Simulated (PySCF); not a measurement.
These 6 structures share the formula C8H7FO. The calculation used PBE0-D3(BJ)/def2-SVP geometry optimisation, gas phase in PySCF. Energies are electronic, without zero-point or thermal terms, for one conformer each. No frequencies were run at this level. Point groups hold within 0.08 Å.

**Question.** Order them by energy at this level, lowest first, and give relative energies in kcal/mol.
A. `[CH3:1][C:2](=[O:3])[c:4]1[cH:5][cH:6][cH:7][cH:8][c:9]1[F:10]` with C1–C2–C4–C5 178°
B. `[CH3:1][C:2](=[O:3])[c:4]1[cH:5][cH:6][c:7]([F:8])[cH:9][cH:10]1` with C1–C2–C4–C5 180°
C. `[CH3:1][C:2](=[O:3])[c:4]1[cH:5][cH:6][cH:7][c:8]([F:9])[cH:10]1` with C1–C2–C4–C5 180°
D. `[O:1]=[CH:2][c:3]1[cH:4][cH:5][c:6]([CH2:7][F:8])[cH:9][cH:10]1` with O1–C2–C3–C4 -179°, C5–C6–C7–F8 -1°
E. `[CH3:1][c:2]1[cH:3][cH:4][cH:5][cH:6][c:7]1[C:8](=[O:9])[F:10]` with C6–C7–C8–O9 1°
F. `[CH3:1][c:2]1[cH:3][cH:4][cH:5][c:6]([C:7](=[O:8])[F:9])[cH:10]1` with C5–C6–C7–O8 179°

**Answer.** F (0.0), E (1.9), B (14.6), C (15.3), A (15.6), D (23.5).

Neighbours under 2.5 kcal/mol apart (Cc1cccc(C(=O)F)c1 and Cc1ccccc1C(=O)F; CC(=O)c1ccc(F)cc1 and CC(=O)c1cccc(F)c1; CC(=O)c1cccc(F)c1 and CC(=O)c1ccccc1F) can change places with a better method, another conformer or zero-point energy.

```tsv
SMILES	E (Eh)	E rel (kcal/mol)	dipole (D)	point group	A, B, C (MHz)
Cc1cccc(C(=O)F)c1	-483.27877	0.0	3.98	near Cs	2646, 926.2, 689.0
Cc1ccccc1C(=O)F	-483.27572	1.9	3.53	near Cs	2245, 1196, 784.1
CC(=O)c1ccc(F)cc1	-483.25548	14.6	2.35	Cs	3686, 774.7, 642.8
CC(=O)c1cccc(F)c1	-483.25432	15.3	1.53	Cs	2539, 937.0, 687.3
CC(=O)c1ccccc1F	-483.25386	15.6	2.67	near Cs	2237, 1203, 786.3
O=Cc1ccc(CF)cc1	-483.24128	23.5	2.32	Cs	4585, 664.0, 582.1
```

**Question.** As an exercise, what shares would exp(−E/RT) give at 298.15 K from these electronic energies alone (no entropy, no degeneracies)?

**Answer.** RT = 0.592 kcal/mol: Cc1cccc(C(=O)F)c1 96.2 %, Cc1ccccc1C(=O)F 3.8 %, CC(=O)c1ccc(F)cc1 under 0.1 %, CC(=O)c1cccc(F)c1 under 0.1 %, CC(=O)c1ccccc1F under 0.1 %, O=Cc1ccc(CF)cc1 under 0.1 %.
